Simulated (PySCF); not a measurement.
**Electron correlation in Tc (technetium, neutral)**

[Kr] 4d6 5s1, high-spin 6D determinant (an excited configuration). All numbers are calculated (PySCF 2.14, a scalar-relativistic core potential, in aug-cc-pVTZ-PP with one added diffuse shell each of s, p, d, f, g type with ECP28MDF (7s7p6d4f3g, 113 functions)). Frozen: 4s2 4p6; 7 electrons correlated.

MP2 pair energies summed by pair of shells (mhartree):

```
 pair   energy  share (%)
4d-4d  -109.96       80.5
4d-5s   -26.70       19.5
```

Total MP2 correlation energy: -136.66 mhartree.

Same-spin part -80.64 and opposite-spin part -56.02 mhartree; SCS-MP2 scales them by 1/3 and 6/5 to -94.10 mhartree.
